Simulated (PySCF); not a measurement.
How the method moves the HOMO and LUMO of `C[SiH]1CC1`

Species: C3H8Si.
Atom-mapped SMILES: `[CH3:1][SiH:2]1[CH2:3][CH2:4]1` (hydrogens: H5, H6, H7 on C1; H8 on Si2; H9, H10 on C3; H11, H12 on C4)

Cartesian coordinates in Å at the PBE0-D3(BJ)/def2-SVP level; atoms count from 1:
```xyz
12
C3H8Si angstrom
C      1.8476    0.1984   -0.2570
Si     0.2505   -0.2264    0.6171
C     -1.2422   -0.7616   -0.3533
C     -1.3193    0.6776    0.2007
H      2.4969   -0.6852   -0.3549
H      1.6267    0.5757   -1.2668
H      2.4066    0.9760    0.2858
H      0.3937   -0.7559    1.9993
H     -1.9360   -1.4902    0.0811
H     -1.1704   -0.8613   -1.4427
H     -2.0663    0.8668    0.9796
H     -1.2854    1.4845   -0.5409
```

Basis pcSseg-2 throughout (PySCF), one geometry. Isolated species at its PBE0-D3(BJ)/def2-SVP geometry, gas phase.

How do the orbital energies, the gap and the dipole change with the method?

| method | kind | HOMO (eV) | LUMO (eV) | gap (eV) | μ (D) | SCF cycles |
| --- | --- | --- | --- | --- | --- | --- |
| BLYP | GGA | -5.34 | -0.07 | 5.27 | 0.82 | 14 |
| B97-D | GGA | -5.42 | -0.02 | 5.40 | 0.82 | 14 |
| OPBE | GGA | -5.44 | 0.00 | 5.44 | 0.80 | 15 |
| PBE | GGA | -5.47 | -0.12 | 5.35 | 0.81 | 14 |
| KT2 | GGA | -5.53 | -0.17 | 5.36 | 0.77 | 15 |
| KT3 | GGA | -5.53 | -0.26 | 5.27 | 0.79 | 14 |
| BP86 | GGA | -5.56 | -0.12 | 5.45 | 0.81 | 14 |
| LDA | LDA | -5.59 | -0.25 | 5.34 | 0.82 | 14 |
| B97-2 | global hybrid | -6.33 | 0.65 | 6.98 | 0.85 | 13 |
| B3LYP | global hybrid | -6.39 | 0.33 | 6.72 | 0.86 | 14 |
| PBE0 | global hybrid | -6.58 | 0.62 | 7.21 | 0.85 | 12 |
| mPW1PW91 | global hybrid | -6.61 | 0.59 | 7.20 | 0.85 | 12 |
| BHandHLYP | global hybrid | -7.59 | 1.11 | 8.70 | 0.93 | 12 |
| CAM-B3LYP | range-separated hybrid | -7.90 | 1.28 | 9.18 | 0.91 | 12 |
| wB97X-D | range-separated hybrid | -8.42 | 2.28 | 10.70 | 0.89 | 13 |
| HF | Hartree–Fock | -9.15 | 2.66 | 11.81 | 1.01 | 10 |
| LC-wPBE | range-separated hybrid | -9.23 | 2.40 | 11.64 | 0.93 | 12 |

The HOMO spans 3.90 eV, from BLYP down to LC-wPBE, and the gap runs from 5.27 eV (BLYP) to 11.81 eV (HF). Over the methods BLYP (0 %), B97-D (0 %), OPBE (0 %), PBE (0 %), KT2 (0 %), KT3 (0 %), BP86 (0 %), LDA (0 %), B97-2 (21 %), B3LYP (20 %), PBE0 (25 %), mPW1PW91 (25 %), BHandHLYP (50 %), HF (100 %), a straight line through the gap against the share of exact exchange rises by 0.65 eV for each 10 % (correlation coefficient 0.998). The dipole ranges from 0.77 D (KT2) to 1.01 D (HF). This basis has no diffuse functions.

The vertical ΔSCF ionisation energy at wB97X-D/def2-SVPD is 8.74 eV; −ε(HOMO) comes closest to it with wB97X-D (8.42 eV).
